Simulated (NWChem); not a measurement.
# C3H5 cation

```xyz
8

C     -1.1916     0.0000     0.2073
C      0.0000     0.0000    -0.4986
C      1.1916     0.0000     0.2073
H     -2.1547     0.0000    -0.3009
H     -1.2062     0.0000     1.2964
H      0.0000     0.0000    -1.5852
H      2.1547     0.0000    -0.3009
H      1.2062     0.0000     1.2964
```
Atoms are numbered in this order, from 1.

All runs: NWChem. Coordinates come from a B3LYP/6-31G* (spherical d) optimisation. B3LYP is NWChem's, with the RPA form of VWN correlation. Atomic charges in e: unrestrained fits to the electrostatic potential beside Mulliken populations; buried atoms are poorly determined by the fit.

Task: Predict the results for B3LYP/def2-SVP. Quantities: ESP C1; Mulliken C1; ESP C2; Mulliken C2; ESP C3; Mulliken C3; relative RMS misfit of the potential (%).

Result: 
```
Property                                  Result
----------------------------------------  ------
ESP C1                                      0.15
Mulliken C1                                 0.18
ESP C2                                     -0.07
Mulliken C2                                -0.04
ESP C3                                      0.16
Mulliken C3                                 0.18
relative RMS misfit of the potential (%)       2
```
